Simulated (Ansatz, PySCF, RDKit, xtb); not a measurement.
Dimer: C2H2 (SMILES C#C) (first 4 atoms) with C2H6O (SMILES COC); geometry from B3LYP-D3(BJ)/def2-TZVP, rigid monomers moved along the line of their centres of mass till H4···O6 is 2.97 Å.
(charge 0, multiplicity 1):
```csv
atom,x (Å),y (Å),z (Å)
C,0.5363,0.0417,-0.2194
C,0.0530,0.0058,0.8766
H,0.9640,0.0733,-1.1915
H,-0.3742,-0.0248,1.8575
C,-0.6133,1.4036,5.1964
O,-0.8905,0.0810,4.7807
C,-0.0326,-0.8690,5.3813
H,0.4104,1.6975,4.9333
H,-0.7429,1.5123,6.2800
H,-1.3157,2.0592,4.6847
H,1.0167,-0.6752,5.1265
H,-0.3170,-1.8491,5.0023
H,-0.1368,-0.8607,6.4729
```

Counterpoise-corrected where a basis set is named; no monomer relaxation. Rows marked so take none. RDKit's UFF carries no charges.

Rows in 6-31G* carry no dispersion term and start afresh at each structure (6-31G* with six Cartesian d functions).

The values were computed with Ansatz (Gaussian basis) for Hartree–Fock, density functionals and correlated methods; PySCF for 6-31G* rows, the dispersion terms; RDKit for the force fields; xtb for the GFN methods. Values without a source in brackets are computed.

Q: One of these levels gives -1.92 kcal/mol for the interaction energy. Name it.
(A) GFN2-xTB
(B) UFF
(C) M06-2X/6-31G* (no counterpoise)
(D) PBE-D4/def2-TZVPPD

A: D, PBE-D4/def2-TZVPPD. The others give -0.62 (UFF), -1.43 (GFN2-xTB), -2.41 (M06-2X/6-31G* (no counterpoise))

Ansatz is an electronic-structure program.
